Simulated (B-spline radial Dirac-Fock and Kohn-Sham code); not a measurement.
# What relativity does to the binding energies of Ta⁵⁺

System: tantalum as Ta⁵⁺, configuration [Xe] 4f14.

Both columns are ΔSCF binding energies of the configuration average from a radial finite-basis atomic code: non-relativistic Hartree-Fock with a point nucleus, and Dirac-Fock with a finite nucleus and the Coulomb interaction alone, averaged over the two j levels with weights 2j+1.

```tsv
shell	Hartree-Fock (eV)	Dirac-Fock (eV)	shift (eV)	shift (%)
1s	62482.3	67812.9	+5330.61	+8.53
2s	10387.6	11797.9	+1410.34	+13.58
2p	9931.7	10399.2	+467.50	+4.71
3s	2444.3	2791.4	+347.14	+14.20
3p	2233.7	2363.5	+129.79	+5.81
3d	1845.2	1829.2	-15.94	-0.86
4s	557.6	642.0	+84.42	+15.14
4p	469.2	498.8	+29.62	+6.31
4d	308.8	304.6	-4.17	-1.35
4f	100.0	91.39	-8.63	-8.63
5s	128.7	142.4	+13.71	+10.65
5p	99.39	102.8	+3.38	+3.40
```

Relativity binds 1s, 2s, 2p, 3s, 3p, 4s, 4p, 5s, 5p more strongly, among those listed most of all 4s in relative terms, and 3d, 4d, 4f more weakly, because the contracted s and p shells screen the nucleus better.

Values without a named source are computed, but for edge energies of neutral atoms, which are taken from tables.
